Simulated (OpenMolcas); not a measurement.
Ni4+ (d6) among equal point charges was computed by CASSCF with the d shell active (OpenMolcas, ANO-RCC-VDZP on the metal). Its lowest spin-free states, and all those of the highest spin:

```csv
2S+1,Degeneracy,E (cm-1)
5,2,0.0
5,2,9238
5,1,13491
3,2,31033
3,1,31444
3,2,31677
3,2,31733
3,2,32714
3,1,35604
3,2,35789
3,2,37571
3,2,37693
```

Q: Is the site octahedral, tetrahedral or cube-like, axial, or of lower symmetry?

A: The states with 2S+1 = 5 have orbital degeneracies 2, 2, 1. There are pairs but no triples, so the site is axial: not cubic, but with a proper or improper axis of order three or more. The run had Ni4+ among 2 point charges of -3 e arranged as a linear pair (D∞h), 2 Å from the ion.

Without dynamic correlation the repulsion within the d shell is too large (B by tens of per cent), so at a given field states of lower spin stand too high. Point charges give a weaker field than real ligands, and real ions of this kind are often low spin; the high spin found here belongs to the model. Point charges carry no covalency, so the field is a model and not that of real ligands. No measured value stands beside these numbers.
